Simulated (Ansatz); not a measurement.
Al₃Sb₃H₁₂, relaxed as a singlet with RKS PBE-D4/def2-SVP in Ansatz, starting from the GFN2-xTB geometry. Force threshold 0.02 eV/Å.

In the def2 sets Sb takes a core potential; there is no spin–orbit coupling.

Start:

```xyz
18

Al    0.593   -1.308    0.469
Al   -1.566   -0.568   -0.784
Al   -0.924    0.605    1.456
Sb    2.219    0.231    2.293
Sb   -0.341    1.235   -2.833
Sb    2.241    1.596   -2.338
H    -1.055   -1.858    0.445
H     1.736   -2.311    0.204
H    -2.722   -0.919   -1.741
H    -0.062   -1.180   -1.396
H    -2.334   -0.213    1.393
H    -0.773    1.911    2.272
H    -0.068   -0.791    2.174
H     2.312   -0.784    3.712
H    -1.599    1.063   -0.337
H    -0.630    2.863   -2.320
H     0.431    0.440    0.169
H     2.542   -0.009   -2.839
```

```csv
step,energy (eV),largest force component (eV/Å),SCF passes
1,-39577.0011,0.917,26
2,-39577.9123,0.907,27
3,-39578.4729,0.695,26
4,-39578.9029,0.374,22
5,-39579.1725,0.247,21
6,-39579.3553,0.242,20
7,-39579.4795,0.256,20
8,-39579.5886,0.263,20
9,-39579.6864,0.302,20
10,-39579.7861,0.298,19
11,-39579.8862,0.286,19
14,-39580.1596,0.233,21
17,-39580.6936,0.334,25
20,-39580.9031,0.222,19
23,-39580.9866,0.147,19
26,-39581.0670,0.132,19
29,-39581.1160,0.186,18
32,-39581.1395,0.150,19
35 (rejected),-39581.1324,0.391,19
38,-39581.1604,0.121,19
41,-39581.1641,0.063,19
44,-39581.1712,0.072,20
47,-39581.1750,0.035,19
49,-39581.1754,0.018,14
```

Force components are those of the run's own axes.

End:

Cartesian coordinates in Å:
```
Al 0.5701 -2.3463 0.3761
Al -0.9915 -0.7535 -1.0802
Al -2.1120 2.0603 0.4046
Sb 3.0254 -1.3316 0.7000
Sb 0.7873 0.9035 -2.2720
Sb 1.0292 2.6242 -0.0108
H -0.5346 -0.9985 0.5942
H -0.0980 -3.6103 1.0875
H -2.2757 -1.4566 -1.7141
H 0.1510 -2.2371 -1.2607
H -2.8038 2.1383 1.8426
H -2.1028 3.2395 -0.6739
H 2.6868 -1.1760 2.3975
H 3.6332 -2.9414 0.9529
H -2.0830 0.5643 -0.2813
H -0.4669 1.9446 -2.8708
H -0.3678 1.9734 0.9864
H 1.9531 1.4032 0.8221
```

Bonds formed: Al1–H10, Al3–H15, Sb4–H13, Sb6–H17 (atoms count from 1). Metal–metal contacts that move far: Al1–Al3 2.63 to 5.16 Å, Al2–Al3 2.61 to 3.37 Å.

No frequencies were taken in this run, so the end may be a saddle point.

Hardware: 4 threads of Arm Neoverse V1 on a shared host. Wall time 2.4 min.
